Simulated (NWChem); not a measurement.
# Basis-set convergence for H$_{2}$BIO$_{2}$

SMILES: B(I)(O)O
```xyz
6

B     -1.1102     0.7801     0.0000
I      0.6647    -0.4814     0.0000
O     -2.3126     0.1554     0.0000
H     -3.0444     0.8030     0.0000
O     -1.0060     2.1394     0.0000
H     -0.0835     2.4502     0.0000
```
Charge 0, spin multiplicity 1.

All runs are NWChem calculations. The geometry was optimised at PBE/def2-SVP with def2 effective core potentials on I, a minimum by its harmonic frequencies. It is one conformer; others weren't searched.

Quantity: first vertical ionisation energy at the level G0W0@PBE0.

Effective core potentials replace the inner electrons of I; spin-orbit coupling is left out. GW and range-separated runs recompute their integrals, the others keep them in memory, which bears on the times. The structure started from a generated list of species.

Costs are rough ratios of processor time within this set of runs, SCF included, with def2-SVP as 1.

| basis | functions | first vertical ionisation energy (eV) | relative cost |
|---|---|---|---|
| def2-SVP | 78 | … | 1 |
| def2-SVPD | 117 | … | under 3 |
| def2-TZVP | 155 | 9.61 | 6 |
| def2-TZVPP | 171 | 9.61 | 10 |
| def2-TZVPD | 194 | 9.61 | 10 |

Task: What belongs in the gaps?

Result: 
- def2-SVP, first vertical ionisation energy (eV): 9.20
- def2-SVPD, first vertical ionisation energy (eV): 9.25
